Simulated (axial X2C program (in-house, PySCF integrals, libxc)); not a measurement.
**Curves of SnH by EOM-EA-CCSD**

Computed with an axial X2C code built on PySCF integrals: two-component X2C with atomic mean-field Coulomb and Gaunt terms, Gaussian nuclei, basis Sn dyall-acv3z, H dyall-av3z with contracted cores.

Energies in eV from the lowest point of the lowest state; states are followed by energy order within each Ω. Reference: SnH⁺, 14 electrons correlated in 92 virtual spinors with an MP2 remainder; levels at this size can be off by some tenths of an eV. Masses 119.902 and 1.008 u.

| R (Å) | (1)Ω=1/2 | (1)Ω=3/2 | (4)Ω=1/2 | (5)Ω=1/2 |
| --- | --- | --- | --- | --- |
| 1.638 | 0.1230 | 0.3740 | 4.6871 | 5.3124 |
| 1.709 | 0.0268 | 0.2792 | 4.5155 | 5.2250 |
| 1.780 | 0.0000 | 0.2544 | 4.4471 | 5.2098 |
| 1.860 | 0.0328 | 0.2902 | 4.4694 | 5.2597 |
| 1.940 | 0.1175 | 0.3784 | 4.5667 | 5.3640 |
| 2.047 | 0.2788 | 0.5470 | 4.7541 | 5.5561 |

T1 of the reference reaches 0.014 (Lee–Taylor). Curves followed by order can swap character. Number of frozen shells: Sn 4 s, 3 p, 1 d; H none. Roots with under 60 % one-particle weight at any point are counted in the labels but not shown, and the list ends where the roots sought for some Ω run out; states that need a further excitation are missing and may lie low or lowest. Curves with a minimum but no constants failed the fit check.
